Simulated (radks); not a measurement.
Task: The table gives one normalised radial function P(r) = r R(r) (large component) of Dy+ in [Xe] 4f10 6s1 (r in bohr). All-electron calculation, Dirac Kohn-Sham, PBE, spin-unpolarised, spherical densities, point nucleus; open shells are shared between the two j in proportion to 2j + 1. Program: a radial shooting solver on a logarithmic mesh with Libxc functionals.

r	P
0.001641	0.0059
0.002224	0.0086
0.003038	0.0128
0.004117	0.0191
0.00558	0.0287
0.007623	0.0438
0.01033	0.0656
0.014	0.0962
0.01913	0.1370
0.02592	0.1814
0.03513	0.2170
0.048	0.2167
0.06505	0.1454
0.08816	-0.0137
0.1204	-0.2198
0.1632	-0.3216
0.2212	-0.1702
0.3022	0.2147
0.4096	0.4780
0.5596	0.2659
0.7584	-0.3274
1.028	-0.8388
1.404	-0.9265
1.903	-0.6473
2.579	-0.3026
3.523	-0.0880
4.775	-0.0151
6.472	-0.0013
8.841	0.0000
11.98	0.0000

Which n and l does it have? It may be an empty orbital.

Result: n = 5, l = 1: the number of nodes gives n - l - 1 = 3, the rise at small r points to l (for j = l - 1/2 the large component starts as r^gamma with gamma = sqrt(l^2 - (Z/c)^2) = 0.88 and the r^(l+1) term takes over further out; the orbital of l - 1 with the same j starts with the same power, but with a larger coefficient, and does not steepen), and the extent must fit the shell. The curve is that of 5p1/2; the two j differ most near the nucleus, where j = l - 1/2 has the larger amplitude, and in heavy atoms j = l - 1/2 is also the more compact. 5p1/2: eigenvalue -35.147 eV, 3 radial nodes at r = 0.0863, 0.257, 0.649 bohr, <r> = 1.47 bohr, 90 % of the charge inside 2.17 bohr.
